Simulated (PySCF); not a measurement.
Gas-phase reaction: 4 Ga(CH3)2Cl → 2 GaH(CH3)2 + 2 GaCl2 + C4H6 (butadiene) + 2 H2

Computed with PySCF and rigid-rotor harmonic-oscillator thermochemistry at 1 bar. † marks an energy on the PBE0/def2-TZVP geometry and frequencies; other levels use their own. CCSD(T) freezes the core. 6-31G* has spherical d functions here. Open shells (unrestricted): GaCl2 (multiplicity 2); the rest are closed-shell singlets. B3LYP is the form with VWN-RPA correlation. Ga: all electrons, no relativistic terms. Methyl groups turn as free rotors in Ga(CH3)2Cl, GaH(CH3)2. Ga(CH3)2Cl, GaH(CH3)2, GaCl2: computed as isolated molecules; such fragments, hydroxides, amides, oligomers or adducts are transient or little studied in the gas. CCSD(T) isn't extrapolated to the basis-set limit. The harmonic model lacks anharmonicity and excited electronic states, which grow with temperature; levels with a mode under 35 cm⁻¹ are left out. Internal rotation in C4H6 (butadiene) is treated as a harmonic vibration of one conformer, which makes the entropy rough. Soft modes under 120 cm⁻¹ make the harmonic entropy rough for GaCl2.

| level | ΔE electronic, kJ | ΔH°(298 K), kJ | ΔS°(298 K), J/K | ΔG°(800 K), kJ |
|---|---|---|---|---|
| B3LYP/6-31G* | 631 | 571 | 364 | 274 |
| CCSD(T)/def2-SVP† | 650 | 594 | 362 | 300 |
| HF/6-31G* | 606 | 545 | 363 | 249 |
| PBE0/def2-QZVP† | 676 | 620 | 362 | 326 |
| PBE0/def2-SVP† | 689 | 633 | 362 | 339 |
| PBE0/def2-TZVP | 674 | 617 | 362 | 323 |
| LDA/def2-TZVP† | 739 | 683 | 362 | 389 |
| ωB97M-V/def2-TZVP† | 678 | 622 | 362 | 328 |
| ωB97X-V/def2-TZVP† | 705 | 649 | 362 | 355 |
ΔH° is lowest at HF/6-31G* and highest at LDA/def2-TZVP†. No reference value is set beside these.
